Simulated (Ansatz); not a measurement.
Ansatz (a program for electronic structure) input (CCSD(T)/def2-SVPD):

Ansatz 0.2 input:
```yaml
crystal:
  periodic: [false, false, false]
  atoms:
    - {symbol: Cu, position_ang: [-0.21004369, -0.80891498, -0.00002792]}
    - {symbol: Br, position_ang: [0.34863557, 1.33076123, -0.00367545]}
    - {symbol: O, position_ang: [-0.60910379, -2.53199087, -0.05834682]}
    - {symbol: H, position_ang: [-1.23814762, -2.86218160, 0.59622482]}
basis:
  gaussian:
    orbitals: def2-SVPD
magnetization: {spin_polarized: true, initial_magnetization: 1}
correlation: {method: ccsd_t, electrons: outside_noble_gas}
output: {forces: true}
```

End of the output:

```
mean field evaluation 96: about -116635.6228 eV, gradient 3.7e0 eV
mean field evaluation 128: about -116634.6834 eV, gradient 7.2e0 eV
mean field evaluation 160: about -116629.9476 eV, gradient 3.2e1 eV
mean field evaluation 192: about -116634.8535 eV, gradient 1.8e-2 eV
mean field evaluation 224: about -116635.2453 eV, gradient 1.5e0 eV
mean field evaluation 256: about -116633.7571 eV, gradient 4.9e-1 eV
mean field evaluation 288: about -116633.7492 eV, gradient 1.2e0 eV
mean field evaluation 320: about -116633.7615 eV, gradient 1.4e-2 eV
mean field evaluation 352: about -116630.0424 eV, gradient 9.5e-1 eV
mean field evaluation 384: about -116630.0073 eV, gradient 2.6e-2 eV
mean field evaluation 416: about -116627.8722 eV, gradient 1.2e1 eV
mean field evaluation 448: about -116628.5695 eV, gradient 1.2e0 eV
mean field evaluation 480: about -116629.0361 eV, gradient 1.0e-1 eV
mean field evaluation 512: about -116628.9712 eV, gradient 9.4e-2 eV
mean field evaluation 544: about -116628.2713 eV, gradient 1.6e-1 eV
mean field evaluation 576: about -116628.6092 eV, gradient 7.0e-1 eV
mean field evaluation 608: about -116628.8818 eV, gradient 1.3e-1 eV
mean field evaluation 640: about -116629.0020 eV, gradient 3.7e-2 eV
mean field evaluation 672: about -116628.9826 eV, gradient 4.2e-1 eV
mean field -116635.65274628 eV, -4286.2811799409 hartree, gradient 1.4e-6 eV, S^2 0.756001; 12 other end points of the search recorded, 0 dependent functions left out
determinant -116635.65274628 eV, -4286.2811799409 hartree, with singles and doubles -116651.16196243 eV, -4286.8511331220 hartree
determinant -116635.39709554 eV, -4286.2717849496 hartree, with singles and doubles -116651.14441916 eV, -4286.8504884185 hartree
determinant -116635.24344055 eV, -4286.2661382329 hartree, with singles and doubles -116650.76938966 eV, -4286.8367063388 hartree
determinant -116634.85334038 eV, -4286.2518023160 hartree, with singles and doubles -116650.15974878 eV, -4286.8143024497 hartree
determinant -116635.65274628 eV, -4286.2811799409 hartree, with singles and doubles -116651.20965863 eV, -4286.8528859249 hartree
determinant -116635.39709554 eV, -4286.2717849496 hartree, with singles and doubles -116651.22752223 eV, -4286.8535424002 hartree
determinant -116635.24344055 eV, -4286.2661382329 hartree, with singles and doubles -116650.80182399 eV, -4286.8378982783 hartree
24 core orbitals not correlated
reference -116635.39709554 eV, -4286.2717849496 hartree; 13, 12 occupied and 69, 70 virtual orbitals, 1056 factors
densities: 1.02 GiB planned
second order -15.35348339 eV of doubles, -0.00000000 eV of singles
coupled cluster: 0.71 GiB planned
cycle   1  -15.83042923 eV  change   -2.5e-6 eV  update   6.6e-6
cycle   2  -15.83043307 eV  change   -3.8e-6 eV  update   6.1e-6
cycle   3  -15.83044622 eV  change   -1.3e-5 eV  update   5.6e-6
cycle   4  -15.83045177 eV  change   -5.6e-6 eV  update   3.6e-6
cycle   5  -15.83045339 eV  change   -1.6e-6 eV  update   2.6e-6
perturbative correction -0.59148646 eV, -0.0217367264 hartree
the calculation of the forces begins
Total energy: -116651.81903539 eV, -4286.8752801078 hartree
Atom 0 at    -0.210044    -0.808915    -0.000028 Å, force    -0.077095    -0.421431    -0.038971 eV/Å
Atom 1 at     0.348636     1.330761    -0.003675 Å, force     0.112020     0.424809    -0.002050 eV/Å
Atom 2 at    -0.609104    -2.531991    -0.058347 Å, force     0.048812     0.137843    -0.015682 eV/Å
Atom 3 at    -1.238148    -2.862182     0.596225 Å, force    -0.083738    -0.141221     0.056703 eV/Å
Dipole moment:    -0.240993    -0.278321     0.203271 e Å
```

The spin state was set by rule; other spins were not relaxed.
